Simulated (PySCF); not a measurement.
Isomers of C3H5N. Gas-phase values, no solvent. One relaxed conformer stands for each flexible species; it need not be the lowest. Strings in code marks are SMILES.

Calculation: PBE0-D4/def2-TZVP (PySCF 2.14.0). All candidates: neutral, multiplicity 1. Excitations are Tamm–Dancoff values on a coarser integration grid. The basis has no diffuse functions, so Rydberg states are missing or too high.

```json
{
 "S1 excitation (TDA)": "5.40 eV",
 "HOMO": "-6.22 eV",
 "dipole_moment": "1.87 D"
}
```

Question: Name which member has these values.
A) `C#CNC`
B) `N=C1CC1`
C) `C1=CNC1`
D) `C=C=NC`

Answer: A, `C#CNC`. The others give `C1=CNC1`: 6.07 eV, -6.20 eV, 1.07 D; `C=C=NC`: 4.85 eV, -6.61 eV, 1.40 D; `N=C1CC1`: 4.92 eV, -7.10 eV, 2.33 D
